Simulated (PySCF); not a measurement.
Input of a run (PBE0-D3(BJ)/def2-SVP geometry optimisation, gas phase (PySCF 2.14.0)), started from a GFN2-xTB structure with every atom displaced at random (by about 0.01 Å):
```
{"job": {"xc": "PBE0", "basis": "def2-SVP", "d3": "d3bj", "grid": 1, "shake": 0.01, "kind": "geom"}, "charge": 0, "multiplicity": 1}
Cl    -1.158900    -2.133750     0.587950
Si    -1.940420    -0.261050     0.198870
Si    -0.100070     1.037150    -0.329090
Ge     1.876380    -0.266800    -0.032560
H     -2.924340    -0.439020    -0.875560
H     -2.677690     0.138420     1.399960
H     -0.130740     1.541580    -1.698300
H      0.026390     2.242980     0.519350
H      2.022640    -0.777830     1.386730
H      3.154930     0.397700    -0.304910
H      1.889930    -1.505210    -0.868090
```

Output (energies in Eh, forces in Eh/bohr):
```
step   0  E = -3119.18780851  max force = 0.022034
step   1  E = -3119.19511351  max force = 0.009416
step   2  E = -3119.19567098  max force = 0.001866
step   3  E = -3119.19569171  max force = 0.000469
step   4  E = -3119.19569355  max force = 0.000687
step   5  E = -3119.19569397  max force = 0.000508
step   6  E = -3119.19569485  max force = 0.000145
optimisation converged
```

Summarise the run.

The energy falls by 4.9 kcal/mol over 7 energy and gradient evaluations, the largest force component goes from 0.0220 to 1.5e-04 Eh/bohr, and the atoms move by 0.096 Å rms after alignment. The bond that changes most is Ge4–H10 (ends: germanium bonded to Si and 3 H; Ge–H hydrogen), which lengthens by 0.074 Å. Bonds longer at the end by more than 0.005 Å: 9 of 10; shorter: 0. Among the angles that change most is Si3–Ge4–H10, from 116.8° to 109.7°. The energy never rose by more than 1e-6 Eh on the way. The first step brought 93 % of the lowering.

What are the final bond lengths?

Cl1–Si2 2.085 Å, Si2–Si3 2.352 Å, Si3–Ge4 2.383 Å, Si2–H5 1.492 Å, Si2–H6 1.492 Å, Si3–H7 1.497 Å, Si3–H8 1.497 Å, Ge4–H9 1.537 Å, Ge4–H10 1.541 Å, Ge4–H11 1.538 Å. Numbering counts from 1 in the input's order; the species is `Cl[SiH2][SiH2][GeH3]`.

The run used 121 basis functions and 39 SCF cycles in all. The run took 69 s on one thread of an Arm Neoverse N1, on a shared host, and the process peaked at 0.48 GiB of memory.

Not checked by PBE0-D3(BJ)/def2-SVP frequencies. The numbers are those of one conformer.

Conformer computed: `[Cl:1][SiH2:2][SiH2:3][GeH3:4]`: Cl1–Si2–Si3–Ge4 -4°.
